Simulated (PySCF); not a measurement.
BiI3, charge +1, doublet, geometry from GFN2-xTB (such geometries of metal compounds can be far from the true shape) (a state made from the parent by changing its charge; the spin is typed, not shown lowest) (core potentials on Bi, I); R2SCAN/def2-SVP (PySCF).

Input for PySCF:
```python
from pyscf import gto, scf, dft

mol = gto.Mole()
mol.atom = '''
    Bi   -0.00324497   -0.01455257    1.00500204
    I     0.40502077   -2.31545596   -0.55695958
    I     1.81203713    1.51828539   -0.49690345
    I    -2.21197616    0.81996046   -0.52000810
'''
mol.basis = 'def2-svp'
mol.ecp = {'Bi': 'def2-svp', 'I': 'def2-svp'}
mol.charge = 1
mol.spin = 1
mol.verbose = 4
mol.build()

mf = dft.UKS(mol)
mf.xc = 'r2scan'
mf.kernel()
```

What the program printed (banner, timings and long lists left out):

```
PySCF version 2.14.0

[INPUT] verbose = 4
[INPUT] num. atoms = 4
[INPUT] num. electrons = 97
[INPUT] charge = 1
[INPUT] spin (= nelec alpha-beta = 2S) = 1
[INPUT] symmetry False subgroup None
[INPUT] Mole.unit = angstrom
[INPUT] Symbol           X                Y                Z      unit          X                Y                Z       unit  Magmom
[INPUT]  1 Bi    -0.003244970000  -0.014552570000   1.005002040000 AA   -0.006132104582  -0.027500371709   1.899178610229 Bohr   0.0
[INPUT]  2 I      0.405020770000  -2.315455960000  -0.556959580000 AA    0.765378330060  -4.375577617892  -1.052501068653 Bohr   0.0
[INPUT]  3 I      1.812037130000   1.518285390000  -0.496903450000 AA    3.424253903243   2.869143566028  -0.939011430852 Bohr   0.0
[INPUT]  4 I     -2.211976160000   0.819960460000  -0.520008100000 AA   -4.180029136467   1.549500702372  -0.982672891555 Bohr   0.0

nuclear repulsion = 567.69567229392
number of shells = 40
number of NR pGTOs = 244
number of NR cGTOs = 104
basis = def2-svp
ecp = {'Bi': 'def2-svp', 'I': 'def2-svp'}

******** <class 'pyscf.dft.uks.UKS'> ********
method = UKS
initial guess = minao
damping factor = 0
level_shift factor = 0
DIIS = <class 'pyscf.scf.diis.CDIIS'>
diis_start_cycle = 1
diis_space = 8
diis_damp = 0
SCF conv_tol = 1e-09
SCF conv_tol_grad = None
SCF max_cycles = 50
direct_scf = True
direct_scf_tol = 1e-13
number electrons alpha = 49  beta = 48
XC library pyscf.dft.libxc version 7.1.2
    S. Lehtola, C. Steigemann, M. J. T. Oliveira, and M. A. L. Marques,  SoftwareX 7, 1–5 (2018)
XC functionals = r2scan
    J. W. Furness, A. D. Kaplan, J. Ning, J. P. Perdew, and J. Sun,  J. Phys. Chem. Lett. 11, 8208–8215 (2020)
    J. W. Furness, A. D. Kaplan, J. Ning, J. P. Perdew, and J. Sun,  J. Phys. Chem. Lett. 11, 9248–9248 (2020)
    J. W. Furness, A. D. Kaplan, J. Ning, J. P. Perdew, and J. Sun,  J. Phys. Chem. Lett. 11, 8208–8215 (2020)
    J. W. Furness, A. D. Kaplan, J. Ning, J. P. Perdew, and J. Sun,  J. Phys. Chem. Lett. 11, 9248–9248 (2020)
radial grids:
    Treutler-Ahlrichs [JCP 102, 346 (1995); DOI:10.1063/1.469408] (M4) radial grids

becke partition: Becke, JCP 88, 2547 (1988); DOI:10.1063/1.454033
pruning grids: <function nwchem_prune>
grids dens level: 3
symmetrized grids: False
atomic radii adjust function: <function treutler_atomic_radii_adjust>
small_rho_cutoff = 0
Set gradient conv threshold to 3.16228e-05
tot grids = 89320
init E= -986.285645408833

cycle= 1 E= -1104.00716356161  delta_E= -118  |g|= 3.63  |ddm|=   14

cycle= 2 E= -1104.89518764907  delta_E= -0.888  |g|= 2.67  |ddm|= 9.55
cycle= 3 E= -1107.31378427834  delta_E= -2.42  |g|= 0.856  |ddm|= 4.49
cycle= 4 E= -1107.4415226647  delta_E= -0.128  |g|= 0.821  |ddm|= 2.84
cycle= 5 E= -1107.86273206228  delta_E= -0.421  |g|= 0.34  |ddm|= 1.82
cycle= 6 E= -1107.83605937329  delta_E= 0.0267  |g|= 0.375  |ddm|= 1.49
cycle= 7 E= -1107.94412159702  delta_E= -0.108  |g|= 0.205  |ddm|= 1.03
cycle= 8 E= -1107.95845041383  delta_E= -0.0143  |g|= 0.169  |ddm|= 1.06
cycle= 9 E= -1107.98586231671  delta_E= -0.0274  |g|= 0.0706  |ddm|= 0.897
cycle= 10 E= -1107.99146715443  delta_E= -0.0056  |g|= 0.0247  |ddm|= 0.478
cycle= 11 E= -1107.99177717224  delta_E= -0.00031  |g|= 0.0191  |ddm|= 0.146
cycle= 12 E= -1107.99212751607  delta_E= -0.00035  |g|= 0.0083  |ddm|= 0.103
cycle= 13 E= -1107.99214476201  delta_E= -1.72e-05  |g|= 0.00741  |ddm|= 0.0417
cycle= 14 E= -1107.99220282477  delta_E= -5.81e-05  |g|= 0.00273  |ddm|= 0.0186
cycle= 15 E= -1107.99221079369  delta_E= -7.97e-06  |g|= 0.000855  |ddm|= 0.00672
cycle= 16 E= -1107.99221141113  delta_E= -6.17e-07  |g|= 0.000413  |ddm|= 0.00228
cycle= 17 E= -1107.99221161109  delta_E= -2e-07  |g|= 7.24e-05  |ddm|= 0.00175
cycle= 18 E= -1107.99221161157  delta_E= -4.79e-10  |g|= 7.32e-05  |ddm|= 0.000649
cycle= 19 E= -1107.99221161765  delta_E= -6.09e-09  |g|= 1.99e-05  |ddm|= 0.000176
cycle= 20 E= -1107.99221161731  delta_E= 3.46e-10  |g|= 2.58e-05  |ddm|= 7.15e-05
Extra cycle  E= -1107.99221148895  delta_E= 1.28e-07  |g|= 0.000322  |ddm|= 0.00153
SCF not converged.
SCF energy = -1107.99221148895 after 50 cycles  <S^2> = 0.75299691  2S+1 = 2.0029947
```

The run did not converge; its last values are not results.
